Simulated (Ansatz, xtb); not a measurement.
**FH4NOSi: which of two conformers lies lower**

Structure X is `N[Si@H](O)F`, a singlet and structure Y is `N[Si@@H](O)F`, a singlet. Both are isolated molecules in the gas phase, relaxed with PBE0-D3(BJ)/def2-SVP.

X (Å):

```yaml
atoms:
  - { symbol: F, position_ang: [2.2636, 1.2273, -1.0094] }
  - { symbol: N, position_ang: [0.7055, 1.8799, 1.0005] }
  - { symbol: O, position_ang: [2.2409, -0.4039, 1.1594] }
  - { symbol: Si, position_ang: [1.3531, 0.5452, 0.1476] }
  - { symbol: H, position_ang: [0.5119, 2.7475, 0.5137] }
  - { symbol: H, position_ang: [0.0944, 1.7540, 1.7983] }
  - { symbol: H, position_ang: [0.4285, -0.3893, -0.5305] }
  - { symbol: H, position_ang: [2.8203, 0.0722, 1.7633] }
```

Y (Å):

```xyz
8

F     1.0445   -0.0254    1.7341
N     1.2548   -0.5172   -1.0182
O    -0.4521    1.2776    0.0402
Si    1.0456    0.6081    0.2309
H     0.5113   -1.1316   -1.3258
H     2.1770    1.5645    0.2178
H     2.1684   -0.8077   -1.3406
H    -0.8878    1.5580    0.8502
```

Energies in hartree; the thermal terms are from PBE0-D3(BJ)/def2-SVP harmonic frequencies (ideal gas, rigid rotor, one conformer each, 400 K, 1 atm) and include the zero-point energy:

```
                               X           Y
E, CCSD(T)/def2-TZVP  −521.153157  −521.153092
   zero-point energy     0.052540     0.052266
        H(400 K) − E     0.063100     0.063027
        G(400 K) − E     0.011540     0.011020
```

**Question.** Work out ΔE, ΔE₀, ΔH and ΔG for X → Y in kcal/mol (1 Eh = 627.51 kcal/mol) and the equilibrium ratio [Y]/[X].

**Answer.** 1. ΔE = −521.153092 − (−521.153157) = +0.000065 Eh = +0.04 kcal/mol.
2. ΔE₀ = ΔE + ΔZPE = +0.000065 + (−0.000274) Eh = −0.13 kcal/mol.
3. ΔH = ΔE + (−0.000073) Eh = −0.01 kcal/mol.
4. ΔG = ΔE + (−0.000520) Eh = −0.29 kcal/mol, so ΔS = (ΔH − ΔG)/T = +2.9 J/(mol K).
5. kT = 1.2667 mEh, so K = [Y]/[X] = exp(−ΔG/kT) = exp(+0.36) ≈ 1.4.

The two are too close for this level to say which is favoured. An error of 1 kcal/mol in ΔG would change K by a factor of 3.5. Mirror images and further conformers aren't counted.

Other levels gave ΔE = −0.4 (PBE0-D3(BJ)/def2-SVP); −0.2 (HF/def2-TZVP); 0.0 (MP2/def2-TZVP) kcal/mol. The correlated steps freeze 8 core orbitals. Programs: Ansatz 0.2.0.
